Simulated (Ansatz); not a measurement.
CHFGeN (`N#[C][GeH][F]`) radical, charge 0, multiplicity 2.

Question: Give a relaxed structure at PBE0-D4/def2-TZVP (the Gaussian-basis code of Ansatz). (An estimate is asked.)

Answer: Computed: 
```xyz
5

N     0.654    0.169   -2.207
C     0.377    0.159   -1.087
Ge    0.044    0.313    0.801
F    -1.681    0.278    0.950
H     0.607   -0.919    1.542
```
